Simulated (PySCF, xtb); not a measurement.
InH2F, SMILES [F][InH2].

GFN2-xTB run with xtb 6.7.1 at its own geometry gives an orbital gap of 4.35 eV and a dipole moment of 3.33 D.

Coordinates come from a r2SCAN-D4/def2-TZVP optimisation. The def2 effective core potentials stand for the cores of In; spin–orbit coupling is left out.

Task: What does r2SCAN/def2-TZVPD (PySCF) give? (An estimate is asked for; the answer gives what the named calculation found.)

Result: gap 5.43 eV (levels -7.69 and -2.26 eV), dipole 3.10 D.
